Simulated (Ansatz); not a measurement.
Input for Ansatz (a quantum-chemistry and plane-wave program): U-BLYP/def2-TZVPP on FOV (SMILES [O]=[V][F]), 2S+1 = 3, a spin state set in the input, which need not be the lowest.

Ansatz 0.2 input:
```yaml
crystal:
  periodic: [false, false, false]
  atoms:
    - {symbol: V, position_ang: [0.19182461, -0.13322645, 0.22352301]}
    - {symbol: O, position_ang: [1.26937654, -0.23992869, -0.94802773]}
    - {symbol: F, position_ang: [-1.49436987, 0.42052675, 0.65418509]}
basis:
  gaussian:
    orbitals: def2-TZVPP
hamiltonian:
  xc: {name: BLYP}
magnetization: {spin_polarized: true, initial_magnetization: 2}
```

Program output:

```
WARN ansatz: RAYON_NUM_THREADS=1 ignored (pool sized by the plan → 1); use --threads N
Functional definition: BLYP
integrals: 0.04 GiB planned
747 factors; their error is unknown
mean field: 0.42 GiB planned
mean field evaluation 1: about -30447.2093 eV, gradient 5.4e1 eV
mean field evaluation 2: about -30279.7388 eV, gradient 1.8e2 eV
mean field evaluation 4: about -30454.8765 eV, gradient 2.4e1 eV
mean field evaluation 8: about -30456.5117 eV, gradient 4.4e0 eV
mean field evaluation 16: about -30456.5683 eV, gradient 1.4e-2 eV
mean field evaluation 32: about -30455.1796 eV, gradient 1.7e1 eV
mean field evaluation 64: about -30456.5683 eV, gradient 3.0e-6 eV
mean field evaluation 96: about -30456.1700 eV, gradient 5.2e0 eV
mean field -30456.56834522 eV, -1119.2582424833 hartree, gradient 5.9e-6 eV, S^2 2.021807; 11 other end points of the search recorded, 0 dependent functions left out
reference -30456.56863321 eV, -1119.2582530668 hartree; 21, 19 occupied and 105, 107 virtual orbitals, 747 factors
Total energy: -30456.56863321 eV, -1119.2582530668 hartree
```

The run converged.

Cost: around 13 core-seconds (rough).
